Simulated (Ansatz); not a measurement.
Potential energy curve for SeLi (cation, charge +1), lowest triplet found (which spin is the ground state isn't settled by this scan).

Calculation: full CI/aug-cc-pVDZ, cores with 3d frozen (Ansatz, a quantum-chemistry and plane-wave program).

Relative to R = 2.66 Å, what are the energies at R = 1.78, 1.94, 4.38, 6.24 Å?

64.7 kcal/mol at 1.78 Å, 34.0 kcal/mol at 1.94 Å, 13.7 kcal/mol at 4.38 Å, 18.2 kcal/mol at 6.24 Å.
